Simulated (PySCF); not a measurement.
# Two-component Hartree-Fock for In⁴⁴⁺ (indium, charge +44)

Start: [He] 2s2 2p1; 2p3/2 filled at m_j = +3/2. Calculated with PySCF 2.14 in an even-tempered Gaussian basis (17 s from 23 bohr⁻², ratio 2.4; 12 p from 30 bohr⁻², ratio 2.4; 5 d from 98 bohr⁻², ratio 2.6; 4 f from 150 bohr⁻², ratio 2.6): generalised Hartree-Fock with the X2C-1e Hamiltonian and a Gaussian nucleus; one run each with spin-orbit coupling (SO) screened by Boettger's factors, then bare. This is a chosen level, not necessarily the ground level.

```csv
spinor shell,electrons,"ε, screened SO (eV)","ε, bare SO (eV)",weight of nominal j (bare SO),"rms radius, bare SO (bohr)"
1s1/2,2,-32040.7,-32040.9,1.000,0.0338
2s1/2,2,-7560.3,-7560.3,1.000,0.132
2p3/2,1,-7216.2,-7213.2,1.000,0.116
```

```tsv
quantity	screened SO	bare SO
E (hartree)	-3292.73074	-3292.61811
M_J	3/2	3/2
⟨J²⟩	3.750	3.750
⟨L²⟩	2.000	2.000
⟨S²⟩	0.750	0.750
```

Each row is a mean over spinors that exchange with the open shell spreads, by up to 40.340 eV (2s1/2).

Breit and QED terms are absent; they matter most for the inner s and p1/2 levels.

Densities and radii are taken from the X2C orbitals without a picture-change correction, which distorts them close to the nucleus.
